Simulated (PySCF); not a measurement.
**Name the molecule from its bond curve**

A diatomic of charge 0 contains Ge. Its doublet curve at UHF-CCSD in a double-zeta basis (no relativity, PySCF), in eV from the separated fragments:

| R (Å) | E (eV) |
| --- | --- |
| 1.584 | -4.140 |
| 1.654 | -4.526 |
| 1.707 | -4.662 |
| 1.760 | -4.699 |
| 1.813 | -4.661 |
| 1.883 | -4.523 |
| 1.971 | -4.254 |
| 2.077 | -3.849 |

The fit gives ωe = 701 cm⁻¹ and the rotational constant Bₑ = 0.3611 cm⁻¹.

Question: Which atom is the partner?

Answer: The minimum lies at 1.757 Å, so the reduced mass is 16.8576 u Å² cm⁻¹/(Bₑ·Re²) = 15.12 u. With Ge at 73.92 u the partner weighs about 19.0 u: F. The molecule is GeF.

Correlated steps freeze 10 core orbitals. Spin–orbit coupling is left out. The state was picked by a PBE0 search and need not be the measured ground state.
